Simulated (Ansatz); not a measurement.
This geometry of BCl2H + BrH (6 atoms, charge 0, multiplicity 1) is a first-order saddle point.

Method: RHF/def2-SVP in Ansatz.

```xyz
6
Properties=species:S:1:pos:R:3
B 0.117 0.242 0.057
Cl 0.069 -0.232 2.008
Cl 1.524 -0.432 -0.771
H -0.972 0.146 -0.393
Br 0.384 2.404 0.562
H 0.249 1.300 1.851
```

(1) Which two structures does it join? (They come from a converged band through this point; their orientation in space is the band's.)

(2) How far does it lie above each of them?

Results:

(1) Bonds broken: B1–Cl2, Br5–H6. Bonds formed: B1–Br5, Cl2–H6. BCl2H + BrH becomes BBrClH + ClH.

Image 0:

```xyz
6
Properties=species:S:1:pos:R:3
B 0.063 -0.526 -0.081
Cl 0.101 -0.821 1.649
Cl 1.425 -0.975 -1.077
H -0.897 -0.031 -0.570
Br 0.441 3.397 1.219
H 0.236 2.382 2.174
```

Image 8:

```xyz
6
Properties=species:S:1:pos:R:3
B 0.193 0.539 -0.648
Cl -0.035 -0.191 2.947
Cl 1.498 -0.498 -1.160
H -0.912 0.117 -0.568
Br 0.511 2.389 -0.245
H 0.116 1.072 2.987
```

(2) 41.6 kcal/mol above the first and 37.5 kcal/mol above the second. This is the barrier of this one path; another mechanism may lie lower. The orbitals stay closed-shell, which can raise the energy where a bond breaks towards radicals; this wasn't checked here.

The run took 5.2 min on 1 thread of Arm Neoverse V1, on a shared host, peak memory 0.19 GiB.
